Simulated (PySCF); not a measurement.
# A series of octahedral complexes of Different ions with Cl ligands

All values are computed with PySCF: state-averaged CASSCF of the d shell with SC-NEVPT2, spin-free X2C, triple-zeta basis on the metal and double-zeta on the ligands, mean-field spin-orbit coupling; DFT geometries.

```
  complex  point group    M–L / Å  L–M–L / ° (cis)  solvent
[CrCl6]3-           Oh       2.40               90    water
 [VCl6]3-           Oh       2.42               90    water
 [VCl6]4-           Oh       2.60               90    water
[MnCl6]3-          D4h  2.35–2.63               90    water
 [VCl6]2-           Oh       2.32               90    water
[MoCl6]3-           Oh       2.49               90    water
[MoCl6]2-           Oh       2.40               90    water
[MnCl6]4-           Oh       2.62               90    water
[FeCl6]4-           Oh       2.59               90    water
[ZrCl6]3-          D2h  2.57–2.60            88–92    water
```

For [VCl6]2-, [MoCl6]2- the d shell alone is too small an active space: their values show what this model gives and aren't sound predictions.

**Question.** What are the ground states and moments?

**Answer.** 
```json
{"complex": "[CrCl6]3-", "shell": "d3", "ground state (NEVPT2)": "4A2g", "total orbital splitting (CASSCF fit) / cm⁻¹": "10311", "μeff(300 K) / μB": "3.83"}
{"complex": "[VCl6]3-", "shell": "d2", "ground state (NEVPT2)": "3T1g", "total orbital splitting (CASSCF fit) / cm⁻¹": "10583", "μeff(300 K) / μB": "2.71"}
{"complex": "[VCl6]4-", "shell": "d3", "ground state (NEVPT2)": "4A2g", "total orbital splitting (CASSCF fit) / cm⁻¹": "6407", "μeff(300 K) / μB": "3.85"}
{"complex": "[MnCl6]3-", "shell": "d4", "ground state (NEVPT2)": "5B1g (from 5Eg)", "total orbital splitting (CASSCF fit) / cm⁻¹": "12197", "μeff(300 K) / μB": "4.88"}
{"complex": "[VCl6]2-", "shell": "d1", "ground state (NEVPT2)": "2T2g", "total orbital splitting (CASSCF fit) / cm⁻¹": "17025", "μeff(300 K) / μB": "1.73"}
{"complex": "[MoCl6]3-", "shell": "d3", "ground state (NEVPT2)": "4A2g", "total orbital splitting (CASSCF fit) / cm⁻¹": "17871", "μeff(300 K) / μB": "3.76"}
{"complex": "[MoCl6]2-", "shell": "d2", "ground state (NEVPT2)": "3T1g", "total orbital splitting (CASSCF fit) / cm⁻¹": "23781", "μeff(300 K) / μB": "1.82"}
{"complex": "[MnCl6]4-", "shell": "d5", "ground state (NEVPT2)": "6A1g", "total orbital splitting (CASSCF fit) / cm⁻¹": "4171", "μeff(300 K) / μB": "5.92"}
{"complex": "[FeCl6]4-", "shell": "d6", "ground state (NEVPT2)": "5T2g", "total orbital splitting (CASSCF fit) / cm⁻¹": "3918", "μeff(300 K) / μB": "5.76"}
{"complex": "[ZrCl6]3-", "shell": "d1", "ground state (NEVPT2)": "2B3g (from 2T2g)", "total orbital splitting (CASSCF fit) / cm⁻¹": "19124", "μeff(300 K) / μB": "1.35"}
```

In [ZrCl6]3- the next state lies within 300 cm⁻¹ of the lowest, inside the method's error, so which of them is lowest is undecided.

In [MnCl6]3-, [ZrCl6]3- the symmetry is lower than cubic, so the total splitting isn't 10Dq alone: it holds the effect of the lower symmetry too.

In [MoCl6]3-, [ZrCl6]3- the metal orbitals mix much with the ligands', for which an active space of the metal shell alone is small.
